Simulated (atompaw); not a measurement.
Before and after: PAW (atompaw) potential for arsenic (As)

atompaw 4.2.0.5 input, output lines left out:

```
As 33
GGA-PBESOL scalarrelativistic loggrid 1500 logderivrange -3 5 201
4 4 3 0 0 0
4 1 3
0 0 0
c
c
c
v
c
c
v
c
1
2.00 1.55 1.70 1.30
y
3
n
y
1.1
n
custom polynom vanderbiltortho sinc
bessel
2.00
2.00
1.55
2.00
```

Change: wave 4p (bound): rc 1.55 bohr becomes 4p (bound): rc 1.74 bohr.

Cutoffs: the cutoffs (Ry, on a coarse ladder) from which the occupation-weighted sum of valence levels, in a spherical-Bessel basis at the reference potential, stays within 10 and 1 mRy of its value at 400 Ry; they do not see the model core or the augmentation charge, which bear on the density cutoff.

**Question.** What does the change do?

**Answer.** The potential gets softer (18 Ry and 30 Ry → 12 Ry and 25 Ry); neither file shows a bound ghost.

```tsv
quantity	base	changed
cutoff, loose	18 Ry	12 Ry
cutoff, tight	30 Ry	25 Ry
bound ghosts	none	none
s: phases at 2.00 bohr within 0.05 rad from the reference energy up to (Ry; the scan ends near 5)	to the end of the scan	to the end of the scan
p: phases at 2.00 bohr within 0.05 rad from the reference energy up to (Ry; the scan ends near 5)	to the end of the scan	to the end of the scan
lowest overlap eigenvalue by channel	s 0.17, p 0.06	s 0.17, p 0.26
```

 The cutoffs see the waves, projectors and local potential, not the compensation charge or the core.
